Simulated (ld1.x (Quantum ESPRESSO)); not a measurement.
**Pseudopotential generation for molybdenum (Mo): RRKJ, PBEsol, scalar-relativistic.**

ld1.x (Quantum ESPRESSO) 7.5 was run on this input:

```
&input
   title='Mo', zed=42., rel=1, dft='PBESOL', iswitch=3,
   config='[Kr] 4d5 5s1 5p0',
   nld=3, rlderiv=3.80, eminld=-2.0, emaxld=5.0, deld=0.02
 /
 &inputp
   pseudotype=2, tm=.false., rho0=0.02, lloc=0,
   nlcc=.false.,
   file_pseudopw='Mo.UPF', file_wfcaegen='ae.wfc', file_wfcncgen='nc.wfc', file_beta='beta', file_chi='chi'
 /
3
5P  2  1   0.00   0.00  3.50  3.50  0.0
4D  3  2   5.00   0.00  2.00  2.00  0.0
5S  1  0   1.00   0.00  3.15  3.15  0.0
 &test
   configts(1)='4d5 5s1 5p0'
 /
```

Command:

```bash
ld1.x < Mo.in > Mo.out
```

Output (shortened: banner, matrices, multipoles, cross overlaps and the repeated all-electron block are left out):

```
Program LD1 v.7.5
     --------------------------- All-electron run ----------------------------

     Mo
     scalar relativistic calculation

     atomic number is 42.00
     dft =PBESOL   lsd =0 sic =0 latt =0  beta=0.20 tr2=1.0E-14
     Exchange-correlation= PBESOL
                           (   1   4  10   8   0   0   0)
     mesh =1229 r(mesh) = 100.71859 a.u. xmin = -7.00 dx = 0.01250
     1 Ry =  13.60569312 eV, c = 137.03599908

     n l     nl                  e(Ry)          e(Ha)          e(eV)
     1 0     1S 1( 2.00)     -1456.0281      -728.0141    -19810.2720
     2 0     2S 1( 2.00)      -205.6538      -102.8269     -2798.0630
     2 1     2P 1( 6.00)      -183.8881       -91.9441     -2501.9257
     3 0     3S 1( 2.00)       -34.9849       -17.4924      -475.9934
     3 1     3P 1( 6.00)       -27.8537       -13.9268      -378.9688
     4 0     4S 1( 2.00)        -4.7261        -2.3630       -64.3016
     4 1     4P 1( 6.00)        -2.8264        -1.4132       -38.4556
     3 2     3D 1(10.00)       -16.2421        -8.1210      -220.9849
     4 2     4D 1( 5.00)        -0.2770        -0.1385        -3.7689
     5 0     5S 1( 1.00)        -0.3027        -0.1514        -4.1187
     5 1     5P 1( 0.00)        -0.0743        -0.0372        -1.0109

     final scf error:  6.4E-15 reached in  28 iterations

     Etot =   -8092.877416 Ry,   -4046.438708 Ha, -110109.206599 eV

     Ekin =    8343.784045 Ry,    4171.892022 Ha,  113522.965195 eV
     Encl =  -19508.780444 Ry,   -9754.390222 Ha, -265430.479923 eV
     Eh   =    3314.617623 Ry,    1657.308811 Ha,   45097.670196 eV
     Exc  =    -242.498639 Ry,    -121.249320 Ha,   -3299.362067 eV

     normalization and overlap integrals

     s(1S/1S) =  1.000000  <r> =   0.0352  <r2> =    0.0017  r(max) =   0.0229
     s(2S/2S) =  1.000000  <r> =   0.1538  <r2> =    0.0279  r(max) =   0.1303
     s(2P/2P) =  1.000000  <r> =   0.1340  <r2> =    0.0219  r(max) =   0.1041
     s(3S/3S) =  1.000000  <r> =   0.4292  <r2> =    0.2110  r(max) =   0.3819
     s(3P/3P) =  1.000000  <r> =   0.4308  <r2> =    0.2161  r(max) =   0.3771
     s(4S/4S) =  1.000000  <r> =   1.1072  <r2> =    1.3910  r(max) =   0.9874
     s(4P/4P) =  1.000000  <r> =   1.2378  <r2> =    1.7605  r(max) =   1.0643
     s(3D/3D) =  1.000000  <r> =   0.4154  <r2> =    0.2076  r(max) =   0.3206
     s(4D/4D) =  1.000000  <r> =   2.0000  <r2> =    5.0686  r(max) =   1.3838
     s(5S/5S) =  1.000000  <r> =   3.5661  <r2> =   14.6534  r(max) =   2.9295
     s(5P/5P) =  1.000000  <r> =   5.3178  <r2> =   33.6723  r(max) =   4.0545

     ------------------------ End of All-electron run ------------------------

     --------------------- Generating NC pseudopotential ---------------------

      Generating local pot.: lloc=0, matching radius rcloc =   3.1500

      Wfc   5P  rcut= 3.534  Estimated cut-off energy=       13.77 Ry
      This function has    0 nodes for 0 < r <    3.534

      Wfc   4D  rcut= 1.988  Estimated cut-off energy=       58.91 Ry
      This function has    0 nodes for 0 < r <    1.988

     ------------------- End of pseudopotential generation -------------------

     Computing logarithmic derivative in   3.78520
     Message from routine run_pseudo:
     Warning: convergence not achieved
     Computing logarithmic derivative in   3.78520
     Computing the partial wave expansion
       no projector for channel:   0
     R is outside the sphere for l=    1 j= 0.00
     R is outside the sphere for l=    2 j= 0.00

     ---------------------- Testing the pseudopotential ----------------------

     Mo
     scalar relativistic calculation

     atomic number is 42.00   valence charge is  6.00
     dft =PBESOL   lsd =0 sic =0 latt =0  beta=0.20 tr2=1.0E-14
     mesh =1229 r(mesh) = 100.71859 xmin = -7.00 dx = 0.01250

     n l     nl             e AE (Ry)        e PS (Ry)    De AE-PS (Ry)
     3 2     4D   1( 5.00)       -0.27701       -0.27701        0.00000
     1 0     5S   1( 1.00)       -0.30272       -0.30272        0.00000
     2 1     5P   1( 0.00)       -0.07430       -0.07430        0.00000

     eps = 2.4E-11  iter =201

     Etot =   -8092.877416 Ry,   -4046.438708 Ha, -110109.206599 eV
     Etotps =   -15.330993 Ry,      -7.665497 Ha,    -208.588791 eV

     Ekin =      17.634076 Ry,       8.817038 Ha,     239.923821 eV
     Encl =     -24.850867 Ry,     -12.425434 Ha,    -338.113276 eV
     Ehrt =      14.735693 Ry,       7.367846 Ha,     200.489316 eV
     Ecxc =      -3.622529 Ry,      -1.811264 Ha,     -49.287011 eV
     Epseu=     -19.227366 Ry,      -9.613683 Ha,    -261.601641 eV

     ---------------------- End of pseudopotential test ----------------------
```

Generation and configuration tests took about 2.3 s on one core of a shared server CPU.

Transferability test of the new file with ld1.x, input:

```
&input
   title='Mo', zed=42., rel=1, dft='PBESOL', iswitch=2,
   config='[Kr] 4d5 5s1 5p0'
 /
 &test
   file_pseudo='Mo.UPF', nconf=8,
   configts(1)='4d5 5s1 5p0',
   configts(2)='4d5 5s0 5p0',
   configts(3)='4d4 5s0 5p0',
   configts(4)='4d3 5s0 5p0',
   configts(5)='4d4 5s1 5p1',
   configts(6)='4d5 5s0.5 5p0',
   configts(7)='4d4 5s2 5p0',
   configts(8)='4d6 5s0 5p0'
 /
```

```bash
ld1.x < Mo.test.in > Mo.test.out
```

Pseudopotential blocks of its output, shortened (energy terms left out; the distinct warnings before each block abridged to one line each):

```
     Warning: convergence not achieved
     ---------------------- Testing the pseudopotential ----------------------

     n l     nl             e AE (Ry)        e PS (Ry)    De AE-PS (Ry)
     3 2     4D   1( 5.00)       -0.27701       -0.27701        0.00000
     1 0     5S   1( 1.00)       -0.30272       -0.30272        0.00000
     2 1     5P   1( 0.00)       -0.07430       -0.07430        0.00000

     eps = 2.8E-11  iter =201

     Etot =   -8092.877416 Ry,   -4046.438708 Ha, -110109.206599 eV
     Etotps =   -15.330993 Ry,      -7.665497 Ha,    -208.588791 eV

     ---------------------- End of pseudopotential test ----------------------

          ---------------------- Testing the pseudopotential ----------------------

     n l     nl             e AE (Ry)        e PS (Ry)    De AE-PS (Ry)
     3 2     4D   1( 5.00)       -0.76543       -0.76374       -0.00168
     1 0     5S   1( 0.00)       -0.72019       -0.71937       -0.00082
     2 1     5P   1( 0.00)       -0.42719       -0.42677       -0.00042

     eps = 5.7E-15  iter = 10

     Etot =   -8092.369957 Ry,   -4046.184978 Ha, -110102.302271 eV
     Etotps =   -14.823465 Ry,      -7.411733 Ha,    -201.683521 eV
     dEtot_ae =       0.507459 Ry
     dEtot_ps =       0.507528 Ry,   Delta E=      -0.000069 Ry

     ---------------------- End of pseudopotential test ----------------------

          ---------------------- Testing the pseudopotential ----------------------

     n l     nl             e AE (Ry)        e PS (Ry)    De AE-PS (Ry)
     3 2     4D   1( 4.00)       -1.52975       -1.54027        0.01051  !
     1 0     5S   1( 0.00)       -1.29448       -1.29275       -0.00173
     2 1     5P   1( 0.00)       -0.92164       -0.91412       -0.00752  !

     eps = 4.1E-16  iter =  9

     Etot =   -8091.234030 Ry,   -4045.617015 Ha, -110086.847205 eV
     Etotps =   -13.683805 Ry,      -6.841902 Ha,    -186.177650 eV
     dEtot_ae =       1.643385 Ry
     dEtot_ps =       1.647189 Ry,   Delta E=      -0.003803 Ry

     ---------------------- End of pseudopotential test ----------------------

          ---------------------- Testing the pseudopotential ----------------------

     n l     nl             e AE (Ry)        e PS (Ry)    De AE-PS (Ry)
     3 2     4D   1( 3.00)       -2.41670       -2.43950        0.02280  !
     1 0     5S   1( 0.00)       -1.95093       -1.95367        0.00274
     2 1     5P   1( 0.00)       -1.50442       -1.48601       -0.01841  !

     eps = 6.8E-15  iter = 10

     Etot =   -8089.269817 Ry,   -4044.634908 Ha, -110060.122714 eV
     Etotps =   -11.702127 Ry,      -5.851064 Ha,    -159.215555 eV
     dEtot_ae =       3.607599 Ry
     dEtot_ps =       3.628866 Ry,   Delta E=      -0.021267 Ry

     ---------------------- End of pseudopotential test ----------------------

          Warning: convergence not achieved
     ---------------------- Testing the pseudopotential ----------------------

     n l     nl             e AE (Ry)        e PS (Ry)    De AE-PS (Ry)
     3 2     4D   1( 4.00)       -0.50889       -0.52124        0.01235  !
     1 0     5S   1( 1.00)       -0.42372       -0.42468        0.00096
     2 1     5P   1( 1.00)       -0.15409       -0.15217       -0.00193

     eps = 8.9E-12  iter =201

     Etot =   -8092.600940 Ry,   -4046.300470 Ha, -110105.444959 eV
     Etotps =   -15.048308 Ry,      -7.524154 Ha,    -204.742657 eV
     dEtot_ae =       0.276475 Ry
     dEtot_ps =       0.282686 Ry,   Delta E=      -0.006210 Ry

     ---------------------- End of pseudopotential test ----------------------

          Warning: convergence not achieved
     ---------------------- Testing the pseudopotential ----------------------

     n l     nl             e AE (Ry)        e PS (Ry)    De AE-PS (Ry)
     3 2     4D   1( 5.00)       -0.51128       -0.51065       -0.00063
     1 0     5S   1( 0.50)       -0.50564       -0.50578        0.00014
     2 1     5P   1( 0.00)       -0.24332       -0.24355        0.00024

     eps = 2.1E-11  iter =201

     Etot =   -8092.675935 Ry,   -4046.337967 Ha, -110106.465315 eV
     Etotps =   -15.129413 Ry,      -7.564707 Ha,    -205.846152 eV
     dEtot_ae =       0.201481 Ry
     dEtot_ps =       0.201580 Ry,   Delta E=      -0.000100 Ry

     ---------------------- End of pseudopotential test ----------------------

          Warning: convergence not achieved
     ---------------------- Testing the pseudopotential ----------------------

     n l     nl             e AE (Ry)        e PS (Ry)    De AE-PS (Ry)
     3 2     4D   1( 4.00)       -0.41622       -0.42354        0.00731  !
     1 0     5S   1( 2.00)       -0.36115       -0.36014       -0.00101
     2 1     5P   1( 0.00)       -0.10402       -0.10138       -0.00264

     eps = 2.4E-11  iter =201

     Etot =   -8092.864372 Ry,   -4046.432186 Ha, -110109.029129 eV
     Etotps =   -15.314007 Ry,      -7.657004 Ha,    -208.357684 eV
     dEtot_ae =       0.013044 Ry
     dEtot_ps =       0.016986 Ry,   Delta E=      -0.003942 Ry

     ---------------------- End of pseudopotential test ----------------------

          ---------------------- Testing the pseudopotential ----------------------

     n l     nl             e AE (Ry)        e PS (Ry)    De AE-PS (Ry)
     3 2     4D   1( 6.00)       -0.16973       -0.16695       -0.00277
     1 0     5S   1( 0.00)       -0.25437       -0.25733        0.00297
     2 1     5P   1( 0.00)       -0.05126       -0.05398        0.00272

     eps = 7.7E-15  iter = 11

     Etot =   -8092.820546 Ry,   -4046.410273 Ha, -110108.432848 eV
     Etotps =   -15.270812 Ry,      -7.635406 Ha,    -207.769988 eV
     dEtot_ae =       0.056870 Ry
     dEtot_ps =       0.060181 Ry,   Delta E=      -0.003311 Ry

     ---------------------- End of pseudopotential test ----------------------
```
